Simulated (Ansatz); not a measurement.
Reaction (ligand exchange at the Si–S bond): `CO[SiH2]S` + `[SiH3]S` → `CO[SiH2]S[SiH3]` + H₂S

Program: Ansatz. Geometries: PBE0-D4/def2-TZVP. ΔE: electronic, gas phase. CCSD(T)/CBS is the MP2 limit (def2-TZVPP, def2-QZVPP) plus CCSD(T) − MP2 in def2-TZVPP, frozen cores. This one scheme is used for every species. Functionals use def2-TZVPP. One conformer a species, not always the lowest.

**Question.** Is it downhill or uphill in electronic energy at CCSD(T)/CBS, and by how much? (An estimate is asked.)

**Answer.** The calculation gave: Downhill: ΔE = -15.3 kJ/mol.

**Question.** What do these levels give: B97M-V, BHLYP-D4, PBE-QIDH, PBE0, CCSD/def2-TZVPP, MP2/def2-QZVPP? (An estimate is asked.)

**Answer.** The calculation gave: B97M-V -12.8, BHLYP-D4 -15.7, PBE-QIDH -13.1, PBE0 -9.2, CCSD/def2-TZVPP -12.1, MP2/def2-QZVPP -17.0 kJ/mol.

**Question.** What do rigid-rotor, harmonic-oscillator terms from PBE0-D4/def2-TZVP frequencies (298.15 K, 1 bar) make of the CCSD(T)/CBS value? (Estimate.)

**Answer.** The calculation gave: ΔZPE = -0.7 kJ/mol, ΔH = -14.4 kJ/mol, ΔS = -19 J/(mol·K), ΔG = -8.7 kJ/mol. Modes under 50 cm⁻¹ make the entropy rough.

Largest T1 diagnostic among the species: 0.012.

In def2-TZVPP, CCSD(T) changes the Hartree–Fock value by −10.0 kJ/mol (the triples alone add −2.0 kJ/mol) and MP2 by −12.2 kJ/mol. From BLYP to BHLYP (50 % exact exchange), in def2-TZVPP and without D4, ΔE moves by −3.2 kJ/mol. Leaving LDA and LC-ωPBE aside and taking each functional with its dispersion term where it has one, the values, not all of them listed here, spread over 7.3 kJ/mol, from revPBE-D4 to B2PLYP. LDA lies −6.0 kJ/mol from PBE without D4.
